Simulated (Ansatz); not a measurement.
Cost and result for the atomization energy of H$_{6}$In$_{2}$S$_{2}$ (`[SH+]1[InH2-][SH+][InH2-]1`) (10 atoms, 10 bonds).

Cartesian coordinates in Å:
```
S -1.681 0.037 -0.822
In -0.733 0.745 1.495
S 1.619 -0.203 0.917
In 0.537 -1.270 -1.194
H -1.273 1.146 -1.460
H -1.394 -0.382 2.594
H -0.592 2.450 1.461
H 2.041 0.905 0.286
H 1.301 -0.554 -2.546
H 0.176 -2.874 -0.730
```

Charge 0, multiplicity 1. Correlated methods include outer-core shells of In, which these sets cover unevenly. In takes the def2 core potential. The geometry is a stationary point of PBE0-D4/def2-TZVP. Program: Ansatz. All runs use 4 threads of an Arm Neoverse V2 on a shared host. Times are those of one run each, without the atoms' runs, and a repeat can differ threefold. Electronic energies, without spin–orbit coupling; frozen cores. CCSD(T)/CBS adds CCSD(T) − MP2 in def2-TZVPP to the MP2 limit, and its time is that of the two runs behind it. T1 = 0.014. With those shells the extrapolation isn't a true limit. HSE06 is the plane-wave form, built on full-range PBE exchange.

CCSD(T)/CBS is a level of theory with its own doubt, some kJ/mol a heavy atom from the limit and from the frozen cores, so smaller differences don't rank the functionals.

| level | functions | wall time |
| --- | --- | --- |
| revPBE-D4/def2-TZVPP | 268 | 2.9 s |
| PBE-D4/def2-TZVPP (with forces) | 268 | 3.5 s |
| HSE06-D4/def2-TZVPP | 268 | 5.5 s |
| CAM-B3LYP-D4/def2-TZVPP | 268 | 6 s |
| r2SCAN-D4/def2-TZVPP (with forces) | 268 | 7.5 s |
| B2PLYP/def2-TZVPP | 268 | 8.5 s |
| PBE-QIDH/def2-TZVPP | 268 | 8.5 s |
| CCSD(T)/def2-SVP | 118 | 11 s |
| ωB97X-V/def2-TZVPP | 268 | 13 s |
| ωB97M-V/def2-TZVPP (with forces) | 268 | 18 s |
| MP2/def2-QZVPP | 484 | 25 s |
| CCSD(T)/def2-TZVPP | 268 | 6.4 min |
| CCSD(T)/CBS(def2) | – | 6.8 min |

(1) What atomization energy does each give, and how far from CCSD(T)/CBS? (Estimate.)

Results:

(1) Computed: 
```tsv
level	atomization (kJ/mol)	difference from CCSD(T)/CBS	per bond
revPBE-D4/def2-TZVPP	2310.7	-119.4	-11.9
PBE-D4/def2-TZVPP (with forces)	2369.7	-60.4	-6.0
HSE06-D4/def2-TZVPP	2365.4	-64.7	-6.5
CAM-B3LYP-D4/def2-TZVPP	2380.1	-50.0	-5.0
r2SCAN-D4/def2-TZVPP (with forces)	2410.4	-19.7	-2.0
B2PLYP/def2-TZVPP	2319.1	-111.0	-11.1
PBE-QIDH/def2-TZVPP	2366.9	-63.2	-6.3
CCSD(T)/def2-SVP	2227.4	-202.7	-20.3
ωB97X-V/def2-TZVPP	2436.2	6.1	0.6
ωB97M-V/def2-TZVPP (with forces)	2423.7	-6.4	-0.6
MP2/def2-QZVPP	2361.0	-69.1	-6.9
CCSD(T)/def2-TZVPP	2354.7	-75.4	-7.5
CCSD(T)/CBS(def2)	2430.1	0.0	0.0
```

Leaving LDA and LC-ωPBE aside and taking each functional with its dispersion term where it has one, the values, not all of them listed here, spread over 142.7 kJ/mol, from revPBE-D4 to B97M-V. LDA lies +394.8 kJ/mol from PBE without D4, its usual overbinding. The D4 term adds +52.5 kJ/mol with B3LYP and +27.9 kJ/mol with PBE0; it sums over pairs of atoms, weighted by their polarisabilities, and B3LYP, whose exchange is more repulsive, gets the larger term. From r2SCAN to r2SCAN0 (25 % exact exchange), in def2-TZVPP and without D4, the atomization energy moves by −25.5 kJ/mol: exact exchange takes away binding that semilocal exchange gives to molecules.

B3LYP here is the variant with VWN-RPA as its local correlation; programs differ in this.

Spin–orbit coupling would lower the free In atoms strongly, and the atomization energy with them, by more than many differences here.
